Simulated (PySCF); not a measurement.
# Radial density of Ne²⁺ (neon, charge +2)

B2PLYP, [He] 2s1 2p5, high-spin 3P determinant (an excited configuration). Computed with PySCF 2.14 in aug-cc-pwCVTZ (7s6p4d2f, 59 functions), with the non-relativistic Hamiltonian (point nucleus).

```csv
r (bohr),4πr²ρ (e/bohr),4πr²(ρα − ρβ)
0.00290,0.06057,0.0020
0.00488,0.1654,0.0054
0.00821,0.4364,0.0141
0.0138,1.106,0.0357
0.0232,2.590,0.0830
0.0391,5.359,0.1686
0.0657,8.971,0.2683
0.111,10.72,0.2879
0.186,7.954,0.2699
0.313,5.310,0.9513
0.526,6.736,2.3608
0.885,5.233,1.8924
1.49,1.254,0.3445
2.50,0.05895,0.0035
```
